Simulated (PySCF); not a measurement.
A side-by-side comparison of computed properties.

First species: C₇H₁₅PSi.
SMILES: `C=CC(=C)[Si@H](P)CCC`

Second species: C₂H₁₆Si₅.
InChI=1S/C2H16Si5/c3-1-7-2(4,5)6/h1,7H2,3-6H3

Levels: PBE0/pcSseg-1 for HOMO energy, LUMO energy and HOMO–LUMO gap. Geometries: GFN2-xTB. Each structure is a single optimised conformer of the isolated species, non-relativistic unless stated; the electronic structure was computed with PySCF and density fitting.

The conformers computed, where there is a choice (atom-mapped SMILES and torsion angles):
- `[SiH3:1][CH2:2][SiH2:3][C:4]([SiH3:5])([SiH3:6])[SiH3:7]`: Si1–C2–Si3–C4 180°, C2–Si3–C4–Si5 180°

The conformers of `C=CC(=C)[Si@H](P)CCC` aren't listed.

Values for the first species:

```
HOMO energy   : -6.98 eV
LUMO energy   : -1.01 eV
HOMO–LUMO gap : 5.97 eV
```

Question: Estimate the same properties for the second species, and the change in each.

Answer: 
```
     property     first    second  second less first
  HOMO energy  -6.98 eV  -8.44 eV           -1.46 eV
  LUMO energy  -1.01 eV  -0.12 eV           +0.89 eV
HOMO–LUMO gap   5.97 eV   8.32 eV           +2.35 eV
```

